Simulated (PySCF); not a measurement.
(3Z)-3-methylpenta-1,3-diene (C6H10), SMILES C=C/C(C)=C\C.

Geometry: PBE-D3(BJ)/def2-SVP. Other conformers were not sampled.

All values below come from PBE/def2-TZVP in PySCF.

Gas-phase values at a fixed geometry.

The total energy is -234.37625 hartree and the point group is Cs. The highest occupied level is -5.38 eV, the lowest empty level is -1.68 eV and the orbital gap is 3.70 eV. The dipole moment is 0.56 D and the quadrupole, principal values (traceless, Buckingham form, about the centre of nuclear charge) comes out as -5.01, 1.71, 3.30 D·Å. The mean static polarisability is 82.4 bohr³ (12.21 Å³) and the polarisability, principal values is 51.8, 75.3, 120.1 bohr³.
